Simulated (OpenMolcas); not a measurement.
## Co2+ in a point-charge field

Co2+ among 5 point charges of -2.5 e arranged as a trigonal bipyramid (D3h), 2.34 Å from the ion, with the axial distance 2.714 Å.

```yaml
Program: OpenMolcas
Method: CASSCF
Basis: ANO-RCC-VDZP [5s4p2d1f]
Scalar_Hamiltonian: DKH2, point nucleus
Active_space: 7 electrons in 5 orbitals (3d)
State_averaging: 2S+1 = 4 even, 10 roots; 2S+1 = 2 even, 40 roots
Spin-orbit_coupling: state interaction with AMFI integrals over the reference wave functions
```

The lowest spin-free states (labels of D3, the rotations of D3h), above the lowest:

```
State  Degeneracy  E (cm-1)  Free-ion L (%)
  4A2           1       0.0         F (100)
  4A1           1     918.2         F (100)
  4A2           1     923.5         F (100)
   4E           2      1014         F (100)
   4E           2      2594         F (100)
   2E           2     19472          G (95)
   2E           2     19503          G (96)
   4E           2     19541         P (100)
  2A2           1     19576         G (100)
  2A1           1     19605         G (100)
   2E           2     19866          G (99)
  2A1           1     19918          G (98)
  4A2           1     20261         P (100)
  2A2           1     25304          P (76)
  2A1           1     25577         H (100)
  2A2           1     25594         H (100)
   2E           2     25647          P (69)
   2E           2     25697          H (95)
   2E           2     25814         H (100)
   2E           2     26052          H (93)
```

The lowest levels with spin-orbit coupling:

| E (cm-1) | Degeneracy | Label | 2S+1 | g |
| --- | --- | --- | --- | --- |
| 0.0 | 2 | E1/2 | 4 | 1.86 6.24 6.24 |
| 175.2 | 2 | E3/2 | 4 | 0.00 0.00 5.55 |
| 540.6 | 2 | E3/2 | 4 | 0.00 0.00 11.99 |
| 997.7 | 2 | E1/2 | 4 | 0.20 0.20 8.11 |
| 1017 | 2 | E1/2 | 4 | 0.17 0.17 7.56 |
| 1460 | 2 | E3/2 | 4 | 0.00 0.00 4.12 |
| 1560 | 2 | E1/2 | 4 | 0.03 0.03 4.44 |
| 1585 | 2 | E1/2 | 4 | 1.19 4.55 4.55 |
| 2042 | 2 | E1/2 | 4 | 2.42 2.42 2.84 |
| 2107 | 2 | E3/2 | 4 | 0.00 0.00 0.31 |
| 2602 | 2 | E1/2 | 4 | 0.00 0.00 9.85 |
| 3133 | 2 | E1/2 | 4 | 0.00 0.00 5.95 |
| 3502 | 2 | E3/2 | 4 | 0.00 0.00 1.99 |
| 3714 | 2 | E1/2 | 4 | 0.11 0.11 1.90 |
| 19491 | 2 | E1/2 | 2 | 2.07 3.62 3.62 |
| 19517 | 2 | E1/2 | 2 | 3.59 3.59 3.71 |
| 19678 | 2 | E3/2 | 2 | 0.00 0.00 9.91 |
| 19728 | 2 | E1/2 | 4 | 0.02 0.02 7.88 |
| 19801 | 2 | E3/2 | 4 (86 %) | 0.00 0.00 3.92 |
| 19865 | 2 | E3/2 | 2 (87 %) | 0.00 0.00 3.20 |

Powder χT (cm3 K/mol): 2.58 at 2 K, 2.71 at 10 K, 3.37 at 50 K, 3.89 at 100 K, 4.24 at 200 K, 4.4 at 300 K. The effective moment at 300 K is 2.828 √(χT) = 5.94 μB.

The lowest level has 2S+1 = 4, for which the spin-only value is χT = S(S+1) / 2 = 1.875 cm3 K/mol (g = 2). The computed 4.405 at 300 K differs by +2.530, through orbital momentum, spin-orbit coupling and any other state in reach.

Without dynamic correlation the repulsion within the d shell is too large (B by tens of per cent), so at a given field states of lower spin stand too high. The ground term spreads over less than 5000 cm-1, several times less than with real ligands, so orbital moments are less quenched and χT lies further from the spin-only value than at real sites. Point charges carry no covalency, so the field is a model and not that of real ligands. No measured value stands beside these numbers.
